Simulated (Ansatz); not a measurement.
Z-matrix (Å, degrees):
```
Si
O 1 1.638
H 1 1.482 2 109.1
H 1 1.491 2 110.5 3 -119.9
H 1 1.482 2 109.0 3 120.1
B 2 1.361 1 137.7 3 119.9
F 6 1.338 2 117.1 1 -179.9
N 6 1.402 2 124.4 1 0.1
H 8 1.003 6 123.6 2 -0.0
H 8 1.004 6 121.7 2 -180.0
```

Total charge 0; spin multiplicity 1.

(1) List the PBE0/def2-TZVPP orbital energies in eV (Ansatz 0.2.0). (Estimate.)

Results:

(1) Ansatz gave: Occupied: -1803.27, -673.53, -522.90, -391.25, -186.34, -145.53, -100.22, -100.17, -100.16, -33.30, -28.44, -24.43, -16.80, -15.20, -14.59, -13.90, -12.94, -12.77, -11.27, -11.22, -10.89, -9.38, -9.31, -8.18. Lowest empty: 0.07, 1.15, 1.53, 1.59, 1.79, 2.14, 2.63, 3.04.
